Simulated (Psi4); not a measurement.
Job for Psi4: SAPT0/aug-cc-pVDZ on FH4NSe (a complex), monomers drawn apart or pushed together.

```
memory 1837 MB

molecule dimer {
0 1
N    -1.00135577    0.59995557    0.75958244
Se   -0.20056191   -0.94693467    0.04936699
H    -0.82625228    1.39768240    0.15966990
H    -2.00116174    0.46821383    0.85935833
H    -0.92866737   -0.99732372   -1.24002666
--
0 1
F     0.24107258    1.71004228    4.32111378
H    -0.15595308    1.56601143    3.46285162
units angstrom
symmetry c1
no_reorient
no_com
}

set {
  basis aug-cc-pVDZ
  scf_type df
  freeze_core true
}

energy('sapt0')
```

The log:

```
[...]
==> Input File <==

--------------------------------------------------------------------------
memory 1837 MB

molecule dimer {
0 1
N    -1.00135577    0.59995557    0.75958244
Se   -0.20056191   -0.94693467    0.04936699
H    -0.82625228    1.39768240    0.15966990
H    -2.00116174    0.46821383    0.85935833
H    -0.92866737   -0.99732372   -1.24002666
--
0 1
F     0.24107258    1.71004228    4.32111378
H    -0.15595308    1.56601143    3.46285162
units angstrom
symmetry c1
no_reorient
no_com
}

set {
  basis aug-cc-pVDZ
  scf_type df
  freeze_core true
}

energy('sapt0')
--------------------------------------------------------------------------


   => Loading Basis Set <=

    Name: AUG-CC-PVDZ
    Role: ORBITAL
    Keyword: BASIS
    atoms 1      entry N          line   218 file aug-cc-pvdz.gbs
    atoms 2      entry SE         line  3217 file aug-cc-pvdz.gbs
    atoms 3-5, 7 entry H          line    40 file aug-cc-pvdz.gbs
    atoms 6      entry F          line   290 file aug-cc-pvdz.gbs

   => Loading Basis Set <=

    Name: AUG-CC-PVDZ
    Role: ORBITAL
    Keyword: BASIS
    atoms 1      entry N          line   218 file aug-cc-pvdz.gbs
    atoms 2      entry SE         line  3217 file aug-cc-pvdz.gbs
    atoms 3-5, 7 entry H          line    40 file aug-cc-pvdz.gbs
    atoms 6      entry F          line   290 file aug-cc-pvdz.gbs


  //>>>>>>>>>>>>>>>>>>>>>>>>>>>>>>>>>>>//
  //              Dimer HF             //
  //<<<<<<<<<<<<<<<<<<<<<<<<<<<<<<<<<<<//

   => Libint2 <=

    Primary   basis highest AM E, G, H:  7, 6, 3
    Auxiliary basis highest AM E, G, H:  7, 7, 4
    Onebody   basis highest AM E, G, H:  -, -, -
    Solid Harmonics ordering:            Gaussian


   => Loading Basis Set <=

    Name: AUG-CC-PVDZ
    Role: ORBITAL
    Keyword: BASIS
    atoms 1      entry N          line   218 file aug-cc-pvdz.gbs
    atoms 2      entry SE         line  3217 file aug-cc-pvdz.gbs
    atoms 3-5, 7 entry H          line    40 file aug-cc-pvdz.gbs
    atoms 6      entry F          line   290 file aug-cc-pvdz.gbs


         ---------------------------------------------------------
                                   SCF
               by Justin Turney, Rob Parrish, Andy Simmonett
                          and Daniel G. A. Smith
                              RHF Reference
                        1 Threads,   1751 MiB Core
         ---------------------------------------------------------

  ==> Geometry <==

    Molecular point group: c1
    Full point group: C1

    Geometry (in Angstrom), charge = 0, multiplicity = 1:

       Center              X                  Y                   Z               Mass
    ------------   -----------------  -----------------  -----------------  -----------------
         N           -1.001355770000     0.599955570000     0.759582440000    14.003074004430
         SE          -0.200561910000    -0.946934670000     0.049366990000    79.916521800000
         H           -0.826252280000     1.397682400000     0.159669900000     1.007825032230
         H           -2.001161740000     0.468213830000     0.859358330000     1.007825032230
         H           -0.928667370000    -0.997323720000    -1.240026660000     1.007825032230
         F            0.241072580000     1.710042280000     4.321113780000    18.998403162730
         H           -0.155953080000     1.566011430000     3.462851620000     1.007825032230

  Running in c1 symmetry.

  Rotational constants: A =      0.18925  B =      0.03571  C =      0.03258 [cm^-1]
  Rotational constants: A =   5673.70807  B =   1070.48227  C =    976.66764 [MHz]
  Nuclear repulsion =  157.752202204412612

  Charge       = 0
  Multiplicity = 1
  Electrons    = 54
  Nalpha       = 27
  Nbeta        = 27

  ==> Algorithm <==

  SCF Algorithm Type is DF.
  DIIS enabled.
  MOM disabled.
  Fractional occupation disabled.
  Guess Type is SAD.
  Energy threshold   = 1.00e-08
  Density threshold  = 1.00e-08
  Integral threshold = 1.00e-12

  ==> Primary Basis <==

  Basis Set: AUG-CC-PVDZ
    Blend: AUG-CC-PVDZ
    Number of shells: 52
    Number of basis functions: 118
    Number of Cartesian functions: 125
    Spherical Harmonics?: true
    Max angular momentum: 2

   => Loading Basis Set <=

    Name: (AUG-CC-PVDZ AUX)
    Role: JKFIT
    Keyword: DF_BASIS_SCF
    atoms 1      entry N          line   212 file aug-cc-pvdz-jkfit.gbs
    atoms 2      entry SE         line  1269 file aug-cc-pvdz-jkfit.gbs
    atoms 3-5, 7 entry H          line    70 file aug-cc-pvdz-jkfit.gbs
    atoms 6      entry F          line   328 file aug-cc-pvdz-jkfit.gbs

  ==> Integral Setup <==

  DFHelper Memory: AOs need 0.053 GiB; user supplied 1.283 GiB.
  SCF_SUBTYPE=INCORE selected. In-core MEM_DF algorithm will be used.
  Using in-core AOs.

  ==> MemDFJK: Density-Fitted J/K Matrices <==

    J tasked:                   Yes
    K tasked:                   Yes
    wK tasked:                   No
    OpenMP threads:               1
    Algorithm:  
[...]
     5 ]

  @DF-RHF Final Energy:  -100.03032231583029

   => Energetics <=

    Nuclear Repulsion Energy =              4.9789285796507725
    One-Electron Energy =                -150.1079854789958858
    Two-Electron Energy =                  45.0987345835148119
    Total Energy =                       -100.0303223158302899

Computation Completed


Properties will be evaluated at   0.000000,   0.000000,   0.000000 [a0]

Properties computed using the SCF density matrix


 Multipole Moments:

 ------------------------------------------------------------------------------------
     Multipole            Electronic (a.u.)      Nuclear  (a.u.)        Total (a.u.)
 ------------------------------------------------------------------------------------

 L = 1.  Multiply by 2.5417464519 to convert [e a0] to [Debye]
 Dipole X            :         -4.1334787            3.8053418           -0.3281369
 Dipole Y            :        -32.1621253           32.0429369           -0.1191884
 Dipole Z            :        -80.7448764           80.0353356           -0.7095408
 Magnitude           :                                                    0.7907767

 ------------------------------------------------------------------------------------

  Constructing Basis Sets for SAPT...

   => Loading Basis Set <=

    Name: (AUG-CC-PVDZ AUX)
    Role: RIFIT
    Keyword: DF_BASIS_SAPT
    atoms 1      entry N          line   158 file aug-cc-pvdz-ri.gbs
    atoms 2      entry SE         line   900 file aug-cc-pvdz-ri.gbs
    atoms 3-5, 7 entry H          line    30 file aug-cc-pvdz-ri.gbs
    atoms 6      entry F          line   250 file aug-cc-pvdz-ri.gbs

   => Loading Basis Set <=

    Name: (AUG-CC-PVDZ AUX)
    Role: JKFIT
    Keyword: DF_BASIS_ELST
    atoms 1      entry N          line   212 file aug-cc-pvdz-jkfit.gbs
    atoms 2      entry SE         line  1269 file aug-cc-pvdz-jkfit.gbs
    atoms 3-5, 7 entry H          line    70 file aug-cc-pvdz-jkfit.gbs
    atoms 6      entry F          line   328 file aug-cc-pvdz-jkfit.gbs


  //>>>>>>>>>>>>>>>>>>>>>>>>>>>>>>>>>>>//
  //               SAPT0               //
  //<<<<<<<<<<<<<<<<<<<<<<<<<<<<<<<<<<<//



        SAPT0
    Ed Hohenstein
     6 June 2009

      Orbital Information
  --------------------------
    NSO        =       118
    NMO        =       118
    NRI        =       366
    NRI (Elst) =       494
    NOCC A     =        22
    NOCC B     =         5
    FOCC A     =        10
    FOCC B     =         1
    NVIR A     =        96
    NVIR B     =       113

    Elst10,r            =    -0.004467988575 [Eh]
    Exch10              =     0.000414043658 [Eh]
    Exch10 (S^2)        =     0.000413871974 [Eh]

    Maxiter = 50
    CPHF R converge = 1.000000E-08

    Iter     Energy [mEh]          dE [mEh]         Residual      Time [s]
       1      -0.47232065       0.472320649     5.017550e-03             0
       2      -0.53608200       0.063761346     2.629142e-03             0
       3      -0.59815739       0.062075400     6.199137e-04             0
       4      -0.59928596       0.001128568     1.976904e-04             1
       5      -0.59670719      -0.002578772     5.102616e-05             1
       6      -0.59708934       0.000382154     1.527139e-05             1
       7      -0.59712283       0.000033490     5.470308e-06             1
       8      -0.59709802      -0.000024816     1.847581e-06             1
       9      -0.59709548      -0.000002543     4.277437e-07             1
      10      -0.59709819       0.000002716     8.226065e-08             1
      11      -0.59709783      -0.000000363     2.664866e-08             1
      12      -0.59709780      -0.000000029     6.209785e-09             1

    CHF Iterations converged

    Maxiter = 50
    CPHF R converge = 1.000000E-08

    Iter     Energy [mEh]          dE [mEh]         Residual      Time [s]
       1      -0.04922124       0.049221241     2.062802e-03             0
       2      -0.05447755       0.005256306     9.364939e-04             0
       3      -0.06056887       0.006091327     2.110810e-04             0
       4      -0.06042796      -0.000140917     5.382439e-05             0
       5      -0.06029445      -0.000133501     6.280197e-06             0
       6      -0.06031654       0.000022090     1.598446e-06             0
       7      -0.06031319      -0.000003353     2.865748e-07             0
       8      -0.06031341       0.000000220     5.621643e-08             0
       9      -0.06031343       0.000000013     7.418000e-09             0

    CHF Iterations converged

    Ind20,r (A<-B)      =    -0.000597097799 [Eh]
    Ind20,r (B<-A)      =    -0.000060313425 [Eh]
    Ind20,r             =    -0.000657411224 [Eh]
    Exch-Ind20,r (A<-B) =     0.000128814005 [Eh]
    Exch-Ind20,r (B<-A) =     0.000002699128 [Eh]
    Exch-Ind20,r        =     0.000131513133 [Eh]
    Disp20              =    -0.000577029573 [Eh]
    Disp20 (SS)         =    -0.000288514787 [Eh]
    Disp20 (OS)         =    -0.000288514787 [Eh]
    Exch-Disp20         =     0.000027794191 [Eh]
    Exch-Disp20 (SS)    =     0.000018175893 [Eh]
    Exch-Disp20 (OS)    =     0.000009618298 [Eh]

    SAPT Results
  --------------------------------------------------------------------------------------------------------
    Electrostatics                 -4.46798858 [mEh]      -2.80370516 [kcal/mol]     -11.73070239 [kJ/mol]
      Elst10,r                     -4.46798858 [mEh]      -2.80370516 [kcal/mol]     -11.73070239 [kJ/mol]

    Exchange                        0.41404366 [mEh]       0.25981632 [kcal/mol]       1.08707147 [kJ/mol]
      Exch10                        0.41404366 [mEh]       0.25981632 [kcal/mol]       1.08707147 [kJ/mol]
      Exch10(S^2)                   0.41387197 [mEh]       0.25970858 [kcal/mol]       1.08662072 [kJ/mol]

    Induction                      -0.63331280 [mEh]      -0.39740978 [kcal/mol]      -1.66276252 [kJ/mol]
      Ind20,r                      -0.65741122 [mEh]      -0.41253177 [kcal/mol]      -1.72603293 [kJ/mol]
      Exch-Ind20,r                  0.13151313 [mEh]       0.08252574 [kcal/mol]       0.34528768 [kJ/mol]
      delta HF,r (2)               -0.10741471 [mEh]      -0.06740375 [kcal/mol]      -0.28201727 [kJ/mol]

    Dispersion                     -0.54923538 [mEh]      -0.34465041 [kcal/mol]      -1.44201730 [kJ/mol]
      Disp20                       -0.57702957 [mEh]      -0.36209152 [kcal/mol]      -1.51499094 [kJ/mol]
      Exch-Disp20                   0.02779419 [mEh]       0.01744112 [kcal/mol]       0.07297364 [kJ/mol]
      Disp20 (SS)                  -0.28851479 [mEh]      -0.18104576 [kcal/mol]      -0.75749547 [kJ/mol]
      Disp20 (OS)                  -0.28851479 [mEh]      -0.18104576 [kcal/mol]      -0.75749547 [kJ/mol]
      Exch-Disp20 (SS)              0.01817589 [mEh]       0.01140554 [kcal/mol]       0.04772080 [kJ/mol]
      Exch-Disp20 (OS)              0.00961830 [mEh]       0.00603557 [kcal/mol]       0.02525284 [kJ/mol]

  Total HF                         -4.68725771 [mEh]      -2.94129862 [kcal/mol]     -12.30639343 [kJ/mol]
  Total SAPT0                      -5.23649310 [mEh]      -3.28594903 [kcal/mol]     -13.74841073 [kJ/mol]

  Special recipe for scaled SAPT0 (see Manual):
    Electrostatics sSAPT0          -4.46798858 [mEh]      -2.80370516 [kcal/mol]     -11.73070239 [kJ/mol]
    Exchange sSAPT0                 0.41404366 [mEh]       0.25981632 [kcal/mol]       1.08707147 [kJ/mol]
    Induction sSAPT0               -0.63314907 [mEh]      -0.39730704 [kcal/mol]      -1.66233264 [kJ/mol]
    Dispersion sSAPT0              -0.54920078 [mEh]      -0.34462869 [kcal/mol]      -1.44192645 [kJ/mol]
  Total sSAPT0                     -5.23629476 [mEh]      -3.28582457 [kcal/mol]     -13.74789000 [kJ/mol]
  --------------------------------------------------------------------------------------------------------



*** Psi4 exiting successfully. Buy a developer a beer!
```

The run finished.

Cost: roughly 9 core-seconds.
